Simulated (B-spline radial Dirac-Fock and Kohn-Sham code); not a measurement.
## Compton profile of Tm⁺

System: thulium as Tm⁺ in the configuration [Xe] 4f13 6p1 (an excited configuration).

Input file task.json (cfg lists n, l and occupation; rrms is the nuclear radius in fm):

```json
{"items": [{
  "Z": 69,
  "q": 1,
  "cfg": [[1, 0, 2], [2, 0, 2], [2, 1, 6], [3, 0, 2], [3, 1, 6], [3, 2, 10], [4, 0, 2], [4, 1, 6], [4, 2, 10], [4, 3, 13], [5, 0, 2], [5, 1, 6], [6, 1, 1]],
  "A": 169,
  "rrms": 5.2256,
  "do": ["scatter"],
  "s": [0.0, 0.06, 0.08, 0.1, 0.12, 0.15, 0.19, 0.23, 0.28, 0.35, 0.44, 0.54, 0.67, 0.83, 1.03, 1.28, 1.59, 1.97, 2.44, 3.03, 3.76, 4.66, 5.77],
  "pz": [0, 0.1, 0.14, 0.21, 0.3, 0.43, 0.62, 0.9, 1.3, 1.9, 2.7, 3.9, 5.6, 8.1, 12.0, 17.0, 24.0, 35.0, 51.0, 73.0, 110.0],
  "hv_scatter": [2000, 5000, 10000, 20000, 30000, 100000, 500000, 1000000]
}]}
```

Run with: `python xray_run.py task.json out`

Calculated with a radial finite-basis atomic code, using the impulse approximation on Dirac-Fock orbitals of the configuration average with a finite nucleus. pz is in atomic units of momentum; subshell profiles are per electron, for a selection of subshells; open shells are spread over both j values by their weights.

```
  pz   J total   J 2p1/2   J 4p1/2   J 6p1/2   J 6p3/2
   0     8.957    0.0194     0.118      1.18      1.23
 0.1     8.935    0.0194     0.118      1.17      1.22
0.14     8.900    0.0194     0.118      1.15      1.20
0.21     8.773    0.0194     0.118      1.07      1.10
 0.3     8.478    0.0194     0.118     0.860     0.857
0.43     7.932    0.0194     0.118     0.478     0.445
0.62     7.264    0.0194     0.118     0.123     0.101
 0.9     6.523    0.0194     0.117    0.0204    0.0224
 1.3     5.517    0.0194     0.115    0.0167    0.0175
 1.9     4.482    0.0194     0.107   0.00533   0.00439
 2.7     3.736    0.0194    0.0876  0.000845  0.000742
 3.9     2.764    0.0194    0.0497  0.000557  0.000583
 5.6     1.691    0.0193    0.0153  0.000234  0.000191
 8.1    0.9610    0.0189   0.00689  4.47e-05  4.57e-05
  12    0.5183    0.0174   0.00458  3.23e-05  2.96e-05
  17    0.2645    0.0143  0.000903  6.66e-06  5.12e-06
  24    0.1208   0.00915  0.000380  2.32e-06  2.69e-06
  35   0.04520   0.00370  0.000248  1.56e-06  1.45e-06
  51   0.01548  0.000920  6.51e-05    < 1e-6    < 1e-6
  73  0.005141  0.000169  1.12e-05    < 1e-6    < 1e-6
 110  0.001232  1.94e-05  1.20e-06    < 1e-6    < 1e-6
```

J(0) = 8.957. The 5p3/2 subshell gives the largest part, 17 %.

Mean momentum ⟨p⟩ by subshell (a.u.): 1s1/2 69.5, 2s1/2 24.8, 2p1/2 32.9, 2p3/2 29.6, 3s1/2 12.5, 3p1/2 14.9, 3p3/2 14.0, 3d3/2 16.8, 3d5/2 16.4, 4s1/2 6.30, 4p1/2 7.04, 4p3/2 6.63, 4d3/2 7.18, 4d5/2 7.02, 4f5/2 6.33, 4f7/2 6.22, 5s1/2 2.28, 5p1/2 2.35, 5p3/2 2.16, 6p1/2 0.594, 6p3/2 0.572.
